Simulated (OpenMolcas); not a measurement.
## Cu³⁺: effect of the basis set

* Program: OpenMolcas
* Method: SS-CASPT2, IPEA 0.25 Eh, imaginary shift 0.1 Eh (closed shells correlated: 3s 3p)
* Active space: 8 electrons in 5 orbitals (3d)
* State averaging: 2S+1 = 3 even, 10 roots; 2S+1 = 1 even, 15 roots
* Spin-orbit coupling: state interaction with AMFI integrals over the reference wave functions, term energies averaged over their components

A. ANO-RCC-VDZP [5s4p2d1f], DKH2, point nucleus; CASPT2 step of the order of 2.2 core-seconds
B. ANO-L-VTZP [6s5p3d2f1g], non-relativistic, point nucleus; CASPT2 step about 8 core-seconds
C. ANO-RCC-VTZP [6s5p3d2f1g], DKH2, point nucleus; CASPT2 step roughly 4 core-seconds
D. ANO-R2 [6s4p4d2f1g], X2C, finite nucleus; CASPT2 step of the order of 4 core-seconds
E. ANO-RCC-VQZP [7s6p4d3f2g1h], DKH2, point nucleus; CASPT2 step about 10 core-seconds
F. ANO-R3 [7s5p5d3f2g1h], X2C, finite nucleus; CASPT2 step roughly 11 core-seconds

Energies in cm-1 above 3d8 3F4, the measured ground level; measured values from Sugar and Musgrove, J. Phys. Chem. Ref. Data 19, 527 (1990).

| Level | A | B | C | D | E | F | Measured |
| --- | --- | --- | --- | --- | --- | --- | --- |
| 3d8 3F4 | 0.0 | 0.0 | 0.0 | 0.0 | 0.0 | 0.0 | 0.0 |
| 3d8 3F3 | 1930 | 1855 | 1823 | 1841 | 1841 | 1845 | 1861 |
| 3d8 3F2 | 3190 | 3070 | 3020 | 3050 | 3040 | 3050 | 3078 |
| 3d8 1D2 | 16080 | 15780 | 15860 | 15670 | 15490 | 15480 | 16248 |
| 3d8 3P2 | 20930 | 20100 | 20060 | 19820 | 19760 | 19760 | 19697 |
| 3d8 3P1 | 21460 | 20570 | 20510 | 20260 | 20220 | 20220 | 20097 |
| 3d8 3P0 | 21800 | 20900 | 20850 | 20600 | 20550 | 20550 | 20423 |
| 3d8 1G4 | 28060 | 27330 | 27220 | 27010 | 26730 | 26680 | 26913 |
| 3d8 1S0 | 62360 | 62330 | 62130 | 61680 | 61170 | 61140 | 61456 |

Deviations, from unrounded energies. A percentage is the sum of absolute deviations over the sum of measured energies, with the sign that they share, or ± where signs differ.

```json
{"Against measurement": "mean absolute deviation (cm-1)", "Levels": "8", "A": "800", "B": "390", "C": "330", "D": "180", "E": "200", "F": "210"}
{"Against measurement": "fine structure of the ground term (%)", "Levels": "2", "A": "+3.6", "B": "-0.3", "C": "-1.9", "D": "-1.1", "E": "-1.1", "F": "-0.9"}
{"Against measurement": "other terms of the ground configuration (%)", "Levels": "6", "A": "±3.8", "B": "±1.9", "C": "±1.6", "D": "±0.8", "E": "±0.9", "F": "±1.0"}
```

D lies closest to measurement on these levels and A furthest from it. The largest miss of D in the table is 3d8 1D2, by -580 cm-1. The ranking rests on the paired levels alone, and a cruder setting can come out closer through cancelling errors.

The two smallest mean deviations differ by little beside CASPT2's spread within terms, so their order carries little weight.

Among A to F the level of the table that moves most is 3d8 1G4, by 1400 cm-1 (lowest in F, highest in A). Moves below CASPT2's spread within the term are not significant.

Term energies are means over components that CASPT2 splits; among the terms shown or strongly mixed into the levels shown the widest spread is 950 cm-1 (3d8 3F, A). Some levels mix across a computed gap that differs much from the measured one, so their mixing is not that of the real levels (holds for A). The basis is small and was not contracted for so high a charge (holds for A). Measured partners are found by configuration, term and J. A level has none where our copy of the source lacks it or the pairing is in doubt (some pairs that miss far off the trend of their configuration count as doubtful), and it then counts in no deviation. Levels of configurations outside the active space are missing.
